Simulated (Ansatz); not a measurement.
`C[NH][GeH2][CH3]`. Charge 0, multiplicity 1. The structure was optimised at the PBE0-D4/def2-TZVP level. It is one conformer, not always the lowest.

```xyz
13

C     1.833    0.289    0.368
N     0.695    1.149    0.116
Ge   -0.998    0.472    0.369
C    -1.371   -1.136   -0.684
H     2.759    0.871    0.371
H     1.738   -0.160    1.361
H     1.960   -0.535   -0.351
H     0.795    1.664   -0.747
H    -1.974    1.602   -0.010
H    -1.106    0.132    1.869
H    -0.654   -1.923   -0.444
H    -1.304   -0.918   -1.751
H    -2.374   -1.507   -0.468
```

(1) What is the dipole moment at r2SCAN/def2-TZVPP? (Estimate.)

(2) And with PBE, B3LYP, ωB97M-V? (Best estimate.)

(3) Give the Mulliken charges with r2SCAN, PBE, ωB97M-V in def2-TZVPP. (Best estimate.)

Results:

(1) Computed: 1.28 D, with components (0.24, -0.70, -1.04) D in this frame, pointing from negative to positive charge.

(2) Computed: PBE 1.25 D, B3LYP 1.27 D, ωB97M-V 1.27 D.

(3) The calculation gave: 
```json
{"atom": "C1", "r2SCAN": "-0.05", "PBE": "-0.20", "ωB97M-V": "-0.26"}
{"atom": "N2", "r2SCAN": "-0.37", "PBE": "-0.30", "ωB97M-V": "-0.33"}
{"atom": "Ge3", "r2SCAN": "0.27", "PBE": "0.24", "ωB97M-V": "0.25"}
{"atom": "C4", "r2SCAN": "-0.29", "PBE": "-0.38", "ωB97M-V": "-0.46"}
{"atom": "H5", "r2SCAN": "0.05", "PBE": "0.09", "ωB97M-V": "0.11"}
{"atom": "H6", "r2SCAN": "0.06", "PBE": "0.09", "ωB97M-V": "0.12"}
{"atom": "H7", "r2SCAN": "0.05", "PBE": "0.09", "ωB97M-V": "0.11"}
{"atom": "H8", "r2SCAN": "0.12", "PBE": "0.12", "ωB97M-V": "0.09"}
{"atom": "H9", "r2SCAN": "-0.03", "PBE": "-0.03", "ωB97M-V": "0.00"}
{"atom": "H10", "r2SCAN": "-0.03", "PBE": "-0.03", "ωB97M-V": "0.00"}
{"atom": "H11", "r2SCAN": "0.08", "PBE": "0.10", "ωB97M-V": "0.12"}
{"atom": "H12", "r2SCAN": "0.07", "PBE": "0.10", "ωB97M-V": "0.12"}
{"atom": "H13", "r2SCAN": "0.08", "PBE": "0.11", "ωB97M-V": "0.13"}
```

B3LYP here is the variant with VWN-RPA as its local correlation; programs differ in this.
